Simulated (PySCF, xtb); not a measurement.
silylphosphine (H5PSi), SMILES [SiH3]P.

Harmonic wavenumbers (cm⁻¹) from xtb with GFN2-xTB at its own minimum, in rising order: 118, 455, 465, 494, 690, 709, 756, 769, 790, 1146, 2243, 2264, 2274, 2309, 2393.

### Question
What does PySCF with PBE0-D3(BJ)/def2-TZVP give at its own minimum? (Estimate from the structure and the level; the computed values follow.)

### Answer
173, 455, 460, 477, 721, 781, 898, 937, 947, 1090, 2219, 2230, 2233, 2404, 2414. Paired by order, the mean absolute difference is 61 cm⁻¹ and the zero-point energies are 25.6 and 26.4 kcal/mol.
